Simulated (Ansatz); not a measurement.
Born–Oppenheimer molecular dynamics of ClGeH5O3 (10 atoms, charge 0, multiplicity 1). It starts at the highest image of a converged band. Of that band: Neighbouring images differ by up to 1.3 eV, so the band resolves the path poorly. A vibrational analysis at the climbing image gives one clearly imaginary mode, 1072i cm⁻¹: a first-order saddle point.

Theory: RKS B3LYP-D4/def2-SVP in Ansatz.

```json
{
 "ensemble": "NVE (velocity Verlet)",
 "time step": "0.5 fs",
 "steps asked": "200",
 "starting velocities drawn for": "300 K",
 "seed": "3916"
}
```

First frame:

```xyz
10
Properties=species:S:1:pos:R:3
Ge 0.176 0.216 0.025
H 0.075 -0.121 1.788
O 1.661 -0.122 -0.856
H 1.593 -1.017 -1.226
O -0.988 1.436 -0.500
H -1.694 0.986 -0.991
O -0.662 -1.349 -0.266
H -1.354 -1.562 0.375
Cl 1.374 2.003 1.289
H 0.589 0.691 1.895
```

(1) What does the run give?

(2) What happens to the structure?

(3) How do temperature and energy run in time?

Answers

(1) All steps were run.

```
steps done                                               : 200
time covered                                             : 100 fs
mean temperature over the second half                    : 1460 K
spread of the potential energy over the second half      : 11.0 meV per atom
mean potential energy of the second half above the start : -119.9 meV per atom
```

The conserved energy stayed within 0.29 meV per atom of its start (net change 0.079 meV per atom), so the integration is sound. The kinetic energy rose, since the run started high on the potential surface and went downhill. It ends in pieces (ClH + GeH4O3), so much of that is their flight and rotation, not heat. A run of 0.1 ps of so small a system gives no equilibrium averages. The orbitals stay closed-shell, which can raise the energy where a bond breaks towards radicals; this wasn't checked here.

(2) Between its relaxed ends the band would form Ge1–Cl9, H2–H10 and break Ge1–H2, Cl9–H10. These pairs go: Ge1–Cl9 2.50 → 4.47 Å, H2–H10 0.97 → 5.06 Å, Ge1–H2 1.80 → 1.57 Å, Cl9–H10 1.64 → 1.41 Å. In the last frame they stand as before the step (other bonds may differ from the relaxed reactants and products). It ends as ClH + GeH4O3. Pairs count as bonded within 1.25 times the sum of covalent radii (0.12 Å more for H–H). The details hang on the random start.

(3) 
```csv
time (fs),T (K),potential energy less start (eV),conserved less start (meV/atom)
0,300,0.000,0.00
3,240,0.063,0.10
6,245,0.058,0.12
9,347,-0.049,-0.08
12,286,0.017,0.18
15,524,-0.232,-0.02
18,552,-0.260,0.09
21,893,-0.614,-0.14
24,855,-0.572,0.26
27,1036,-0.762,-0.11
30,915,-0.635,0.12
33,1216,-0.949,-0.12
36,1203,-0.932,0.18
39,1373,-1.110,-0.09
42,1258,-0.989,0.17
45,1465,-1.206,-0.16
48,1402,-1.140,0.05
51,1461,-1.200,0.03
54,1394,-1.130,0.14
57,1560,-1.305,-0.21
60,1462,-1.202,-0.04
63,1346,-1.080,0.11
66,1314,-1.048,0.05
69,1370,-1.107,-0.08
72,1435,-1.175,-0.09
75,1397,-1.134,0.09
78,1483,-1.224,-0.02
81,1409,-1.146,0.10
84,1507,-1.250,-0.16
87,1371,-1.107,0.09
90,1526,-1.268,-0.02
93,1512,-1.251,0.22
96,1750,-1.502,-0.22
99,1546,-1.287,0.14
```

The run took 5.9 min on 4 threads of Arm Neoverse V2 (shared host), peak memory 0.3 GiB.
